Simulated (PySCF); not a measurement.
# Correlation energy of O³⁺ (oxygen, charge +3)

[He] 2s2 2p1, 2P determinant. All numbers are calculated (PySCF 2.14, no relativity, point nucleus, in def2-SVP (3s2p1d, 14 functions)). Frozen: 1s2; 3 electrons correlated.

MP2 pair energies summed by pair of shells (mhartree):

```tsv
pair	energy	share (%)
2s-2s	-33.69	67.0
2s-2p	-16.56	33.0
```

Total MP2 correlation energy: -50.25 mhartree.

Same-spin part -2.23 and opposite-spin part -48.02 mhartree; SCS-MP2 scales them by 1/3 and 6/5 to -58.37 mhartree.

```
  level  correlation energy (mhartree)
   CCSD                         -82.94
    (T)                          -0.51
CCSD(T)                         -83.45
```

Diagnostics: T1 = 0.0053, D1 = 0.0100, largest double amplitude 0.144.

Cost of the coupled-cluster step: 0.07 s of wall time on 1 thread of Neoverse-V2 (shared host), for 3 correlated electrons.
